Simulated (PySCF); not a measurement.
C6H10O3.
SMILES with atom numbers: `[CH2:1]=[CH:2][O:3][C:4](=[O:5])[CH2:6][O:7][CH2:8][CH3:9]` (hydrogens: H10, H11 on C1; H12 on C2; H13, H14 on C6; H15, H16 on C8; H17, H18, H19 on C9)

Structure used (PBE0-D3(BJ)/def2-SVP), in Å, numbered top down from 1:
```xyz
19
C6H10O3 angstrom
C      4.3018    0.1880   -0.2258
C      3.0524    0.6075   -0.0583
O      2.0231   -0.2899    0.0496
C      0.7685    0.1843    0.2383
O      0.4872    1.3458    0.2978
C     -0.1946   -0.9787    0.3688
O     -1.5089   -0.5931    0.5147
C     -2.1192   -0.1133   -0.6618
C     -3.5425    0.2652   -0.3393
H      5.1069    0.9188   -0.3072
H      4.5426   -0.8757   -0.2831
H      2.7438    1.6537    0.0073
H      0.1038   -1.5436    1.2680
H     -0.0289   -1.6559   -0.4950
H     -2.0903   -0.9017   -1.4427
H     -1.5681    0.7610   -1.0527
H     -4.0917   -0.5993    0.0626
H     -3.5617    1.0657    0.4146
H     -4.0615    0.6220   -1.2410
```

Level of theory: PBE0-D3(BJ)/def2-SVP geometry optimisation, gas phase (PySCF).

Take the most abundant isotopes and a rigid rotor. The values belong to one conformer with, in the numbering `[CH2:1]=[CH:2][O:3][C:4](=[O:5])[CH2:6][O:7][CH2:8][CH3:9]`, C1–C2–O3–C4 179°, C2–O3–C4–O5 1°, O3–C4–C6–O7 -178°, C4–C6–O7–C8 74°, C6–O7–C8–C9 180°.

(1) What are A, B and C (cm⁻¹)?

(2) Classify the top.

(3) Is it planar, by Δ = Ic − Ia − Ib?

(4) Give the other two planar moments, Paa and Pbb, and the rms extents of the mass along the axes.

(5) List the rotational levels J(Ka,Kc) to J = 4 (MHz).

(6) Which lines would a microwave search look for?

(7) Estimate the classical rotational partition function at 10 K, 25 K and 500 K.

Results:

(1) Ia = 85.29, Ib = 771.01, Ic = 813.97 u·Å²; 505379 MHz·u·Å²/I gives 5925, 655.5 and 620.9 MHz, that is A = 0.19764, B = 0.02186, C = 0.02071 cm⁻¹.

(2) A near-prolate asymmetric top; Ray's κ = -0.987.

(3) Not planar: Δ = Ic − Ia − Ib = -42.34 u·Å². For a rigid frame Δ = −2 Σ m c², so Σ m c² = 21.17 u·Å² lies off the ab plane: 6.71 from hydrogen and 14.46 from heavier atoms. The atom farthest from that plane is 1.51 Å away.

(4) Paa = Σ m a² = (Ib + Ic − Ia)/2 = 749.85 and Pbb = Σ m b² = (Ia + Ic − Ib)/2 = 64.12 u·Å². With the mass M = 130.06 u, the rms extents √(P/M) along a, b and c are 2.40, 0.70, 0.40 Å.

(5) Above 0(0,0):
J = 1: 1(0,1) 1276, 1(1,1) 6546, 1(1,0) 6581
J = 2: 2(0,2) 3829, 2(1,2) 9064, 2(1,1) 9168, 2(2,1) 24977, 2(2,0) 24977
J = 3: 3(0,3) 7657, 3(1,3) 12841, 3(1,2) 13049, 3(2,2) 28806, 3(2,1) 28807, 3(3,1) 55241, 3(3,0) 55241
J = 4: 4(0,4) 12761, 4(1,4) 17877, 4(1,3) 18223, 4(2,3) 33911, 4(2,2) 33914, 4(3,2) 60347, 4(3,1) 60347, 4(4,1) 97356, 4(4,0) 97356
The levels of one J sum to (2J + 1)J(J + 1)(A + B + C)/3.

(6) The dipole components are |μa| = 0.64 D, |μb| = 1.06 D, |μc| = 1.28 D. The squared components, which scale the intensities, stand as 0.25 : 0.70 : 1.00 (a : b : c). Some lines, for components of 0.1 D or more:

```tsv
type	branch	J(Ka,Kc)	MHz	lower level (cm⁻¹)
a	R	1(0,1) ← 0(0,0)	1276	0.000
a	R	2(1,2) ← 1(1,1)	2518	0.218
a	R	2(0,2) ← 1(0,1)	2553	0.043
a	R	2(1,1) ← 1(1,0)	2587	0.220
c	Q	2(1,2) ← 2(0,2)	5235	0.128
c	Q	1(1,1) ← 1(0,1)	5270	0.043
b	Q	1(1,0) ← 1(0,1)	5304	0.043
b	Q	2(1,1) ← 2(0,2)	5339	0.128
b	R	1(1,1) ← 0(0,0)	6546	0.000
c	R	1(1,0) ← 0(0,0)	6581	0.000
b	R	2(1,2) ← 1(0,1)	7788	0.043
c	R	2(1,1) ← 1(0,1)	7892	0.043
c	Q	2(2,1) ← 2(1,1)	15809	0.306
b	Q	2(2,0) ← 2(1,1)	15809	0.306
b	Q	2(2,1) ← 2(1,2)	15913	0.302
b	R	2(2,1) ← 1(1,0)	18396	0.220
c	R	2(2,0) ← 1(1,0)	18397	0.220
c	R	2(2,1) ← 1(1,1)	18431	0.218
b	R	2(2,0) ← 1(1,1)	18431	0.218
```

(7) Point group C1, symmetry number σ = 1; q = (√π/σ)·√((kT/h)³/(ABC)), k/h = 20836.6 MHz/K: 3430 at 10 K, 13600 at 25 K, 1210000 at 500 K.

No frequency check. No vibrational averaging or centrifugal distortion is included, and the geometry carries the error of its method. A rigid rotor knows nothing of internal rotation, which can split or shift real lines.

The run took 2.7 min wall on an Arm Neoverse N1 with one thread, no GPU, shared host with 64 logical CPUs at a one-minute load of 60, and the process peaked at 0.74 GiB of memory. These figures are those of the optimisation.
